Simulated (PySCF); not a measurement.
SMILES [Ge]([CH3])([CH3])([CH3])[S][SiH2]N at its GFN2-xTB optimised geometry (Å):

```
20

Si    -0.6965    -0.4586     3.4105
N     -1.9078     0.7434     3.6273
S     -1.0682    -1.8409     1.7902
Ge    -0.3212    -0.7221     0.0000
C     -0.9889     1.1639     0.0000
C      1.6742    -0.7221     0.0000
C     -1.0235    -1.7031    -1.5805
H     -0.7103    -1.3193     4.5783
H      0.5456     0.2612     3.1566
H     -2.0253     1.4576     2.9254
H     -2.8132     0.4480     3.9574
H     -2.0689     1.1936     0.1133
H     -0.7338     1.6350    -0.9441
H     -0.5362     1.7398     0.8025
H      2.0517    -1.7398     0.0332
H      2.0418    -0.2474    -0.9045
H      2.0689    -0.1829     0.8563
H     -0.7088    -2.7421    -1.5531
H     -0.6542    -1.2529    -2.4973
H     -2.1092    -1.6793    -1.5955
```

Computed with PBE0/def2-SVP (PySCF). Cells within 0.4 Å of a nucleus heavier than hydrogen are left out (blank, or x).

Map of the electron localisation function on the plane z = 0.0 Å:

```
|0000000000000000000000000000000|
|0000000000000000000000000000000|
|0000000000000000000000000000000|
|0000000000000000000000000000000|
|0000000000000000000000000000000|
|0000000000000000000000000000000|
|0000000000001110000000000000000|
|0000012321123321000000000000000|
|0000157875345542100000000000000|
|0000489998656664100000000000000|
|00017999998xx564100000000000000|
|00018999998xxx54100000000000000|
|00017999998xx464100000000000000|
|0000389998778986210111110000000|
|0000025655689864322334431000000|
|0000000001464111246556653100000|
|0000000001221464158722663100000|
|0000000001213xxx1596xx253100000|
|0000000001212xxx1596xx354100000|
|0000000001221353158767986310000|
|0000000000232111245799999620000|
|0000000000123222222699999830000|
|0000000000001111100499999940000|
|0000000000000000000289999830000|
|0000000000000000000069999510000|
|0000000000000000000015764100000|
|0000000000000000000000000000000|
|0000000000000000000000000000000|
|0000000000000000000000000000000|
|0000000000000000000000000000000|
|0000000000000000000000000000000|
```
Scale: ten equal steps from 0.000 (start of '0') to 1.000 (end of '9'), in the order '0123456789'; x runs from -4.50 to 4.50, y from -4.50 (bottom) to 4.50 (top).
